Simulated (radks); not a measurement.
Task: Fe, configuration [Ar] 3d8 (not the ground configuration). Method: Dirac Kohn-Sham, PBE, spin-unpolarised, spherical densities, finite nucleus; open shells are shared between the two j in proportion to 2j + 1; Fermi nuclear charge, rms radius 3.7377 fm; computed with a radial shooting solver on a logarithmic mesh with Libxc functionals. Some entries of the table are withheld. Estimate them.

| orbital | occ. | eigenvalue (hartree) | <1/r> (bohr^-1) |
|---|---|---|---|
| 1s1/2 | 2 | -256.8898 | (1) |
| 2s1/2 | 2 | -29.82148 | 5.581 |
| 2p1/2 | 2 | -25.67609 | 5.527 |
| 2p3/2 | 4 | -25.21710 | 5.429 |
| 3s1/2 | 2 | -3.18510 | 1.739 |
| 3p1/2 | 2 | -1.98212 | (2) |
| 3p3/2 | 4 | -1.92675 | (3) |
| 3d3/2 | 3.2 | -0.06363 | (4) |
| 3d5/2 | 4.8 | -0.05916 | (5) |

Result: 
(1) 1s1/2 <1/r> (bohr^-1): 25.98
(2) 3p1/2 <1/r> (bohr^-1): 1.604
(3) 3p3/2 <1/r> (bohr^-1): 1.581
(4) 3d3/2 <1/r> (bohr^-1): 1.066
(5) 3d5/2 <1/r> (bohr^-1): 1.055
